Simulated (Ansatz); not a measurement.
`FC(F)CC(F)F` + `CC(O)F` → `CC(F)OC(F)F` + `CC(F)F`  (substitution at a C–C bond)

Computed with Ansatz on PBE0-D4/def2-TZVP structures; ΔE is electronic, products minus reactants. CBS: MP2 limit from def2 TZ/QZ plus the TZ coupled-cluster correction, frozen cores. DFT in def2-TZVPP. B3LYP here is the variant with VWN-RPA as its local correlation; programs differ in this. Each species was taken in one conformer, which may not be the lowest.

Problem. Is it downhill or uphill in electronic energy at CCSD(T)/CBS, and by how much? (Best estimate.)

Solution. Ansatz gave: Nearly level: ΔE = 0.00 eV.

Problem. What do these levels give: ωB97X-V, PBE0, B3LYP, CCSD/def2-TZVPP, CCSD(T)/def2-TZVPP, SCS-MP2/def2-QZVPP? (An estimate is asked.)

Solution. Computed: ωB97X-V -0.05, PBE0 -0.03, B3LYP -0.04, CCSD/def2-TZVPP -0.03, CCSD(T)/def2-TZVPP -0.03, SCS-MP2/def2-QZVPP 0.00 eV.

Largest T1 diagnostic among the species: 0.012.

In def2-TZVPP, CCSD(T) changes the Hartree–Fock value by +0.08 eV (the triples alone add −0.01 eV) and MP2 by +0.10 eV.
